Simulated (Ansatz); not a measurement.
Basis sets compared for PAsSbSb tetrahedron (Sb2AsP). The state is a singlet with charge 0. Geometry PBE0-D4/def2-SVP. Ansatz on 4 threads of Intel Xeon on a shared host; times are rough, and most runs start from earlier orbitals.

Cartesian coordinates in Å:
```
P 0.419 1.381 -0.167
As 0.332 -0.649 -1.339
Sb -1.651 -0.036 0.276
Sb 0.899 -0.696 1.229
```

In the def2 sets Sb takes a core potential; there is no spin–orbit coupling.

Binding counts from free atoms (P quartet, As quartet, Sb quartet) in the same basis, without a counterpoise term.

| level | functions | energy (Eh) | HOMO (eV) | LUMO (eV) | binding per atom (eV) | wall time |
| --- | --- | --- | --- | --- | --- | --- |
| PBE-D4/def2-SVP | 102 | -3056.9777 | -5.71 | -2.14 | 2.66 | 3.9 s |
| PBE0-D4/def2-SVP | 102 | -3057.0796 | -6.63 | -1.56 | 2.43 | 9.1 s |

Question: Estimate the rows for PBE-D4/def2-TZVP (with forces), PBE0-D4/def2-TZVP.

Answer: 
| level | functions | energy (Eh) | HOMO (eV) | LUMO (eV) | binding per atom (eV) | wall time |
| --- | --- | --- | --- | --- | --- | --- |
| PBE-D4/def2-TZVP (with forces) | 185 | -3057.3928 | -5.71 | -2.21 | 2.75 | 9 s |
| PBE0-D4/def2-TZVP | 185 | -3057.4932 | -6.59 | -1.60 | 2.54 | 13 s |
